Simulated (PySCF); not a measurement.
Isomers of C3H11ClSi2. Method: PySCF 2.14.0, density-fitted response routines, TDDFT CAM-B3LYP/def2-SVPD, vertical, gas phase, core orbitals frozen in the response. Geometries: GFN2-xTB; one conformer of each isolated species. Triplets are in the Tamm–Dancoff approximation.

A. `C[SiH2][Si@@H](C)CCl`
B. `C[SiH2]C[SiH2]CCl`
C. `C[SiH2][C@@H](C)[SiH2]Cl`
D. `CC(C)[Si@H]([SiH3])Cl`

Lowest singlet levels (six at most, fewer where fewer were computed) with oscillator strengths:

1. 7.33 eV (f 0.006); 7.75 eV (f 0.003); 7.79 eV (f 0.011); 8.00 eV (f 0.058); 8.14 eV (f 0.008); 8.34 eV (f 0.028); T1 7.06 eV
2. 6.81 eV (f 0.018); 7.24 eV (f 0.002); 7.54 eV (f 0.017); 7.99 eV (f 0.023); 8.07 eV (f 0.009); 8.13 eV (f 0.037); T1 6.14 eV
3. 6.36 eV (f 0.009); 6.87 eV (f 0.014); 6.93 eV (f 0.025); 7.49 eV (f 0.024); 7.75 eV (f 0.066); 7.88 eV (f 0.197); T1 5.78 eV
4. 6.77 eV (f 0.015); 7.05 eV (f 0.050); 7.21 eV (f 0.021); 7.28 eV (f 0.002); 7.35 eV (f 0.028); 7.47 eV (f 0.021); T1 6.12 eV

**Question.** Which spectrum belongs to which structure?

**Answer.** 1 = C, 2 = B, 3 = D, 4 = A.
- A: S1 at 6.77 eV, HOMO→LUMO+1 (43%), HOMO-1→LUMO+1 (16%), HOMO→LUMO+3 (13%); Löwdin shares by element: HOMO chlorine 37%, silicon 26%, carbon 21% or more (atoms not listed hold the other 16%); LUMO silicon 36%, carbon 14% or more, hydrogen 6% or more (atoms not listed hold the other 45%); HOMO -9.25 and LUMO 0.81 eV.
- B: S1 at 6.81 eV, HOMO→LUMO+1 (41%), HOMO→LUMO (39%); Löwdin shares by element: HOMO chlorine 53%, carbon 20% or more, silicon 11% or more (atoms not listed hold the other 16%); LUMO silicon 22% or more, chlorine 19%, carbon 12% or more, hydrogen 9% or more (atoms not listed hold the other 38%); HOMO -9.34 and LUMO 1.03 eV.
- C: S1 at 7.33 eV, HOMO→LUMO (67%), HOMO→LUMO+1 (20%); Löwdin shares by element: HOMO carbon 32% or more, silicon 26%, chlorine 10% (atoms not listed hold the other 31%); LUMO silicon 33%, chlorine 25%, carbon 6% or more (atoms not listed hold the other 37%); HOMO -9.46 and LUMO 0.98 eV.
- D: S1 at 6.36 eV, HOMO→LUMO (92%); Löwdin shares by element: HOMO silicon 34%, carbon 22% or more, chlorine 20% (atoms not listed hold the other 24%); LUMO silicon 52%, chlorine 17%, hydrogen 6% or more (atoms not listed hold the other 25%); HOMO -9.21 and LUMO 0.47 eV.
A and B have S1 within 0.04 eV of each other; their strongest listed levels stand at 7.05 eV (f 0.050) and 8.13 eV (f 0.037).
